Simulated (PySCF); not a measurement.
# CuF at PBE0

Computed with PBE0; Cu cc-pVDZ-PP with ECP10, F cc-pVDZ; scalar-relativistic core potentials (PySCF 2.14).

```json
{"state": "³Σ⁺ (triplet), unpaired electrons σ ↑↑, a second solution, started from another occupation", "bond length": "1.745 Å", "harmonic wavenumber": "669 cm⁻¹", "force constant": "3.84 mdyn/Å", "rotational constant Be": "0.3792 cm⁻¹", "anharmonicity ωexe": "3.67 cm⁻¹", "vibration–rotation constant αe": "0.00288 cm⁻¹", "energy of the minimum from ground-state Cu (3d10 4s1) + F": "-2.71 eV", "bond order (Mayer)": "0.97", "dipole moment (positive dipole means Cu(−)F(+))": "-2.02 D"}
```
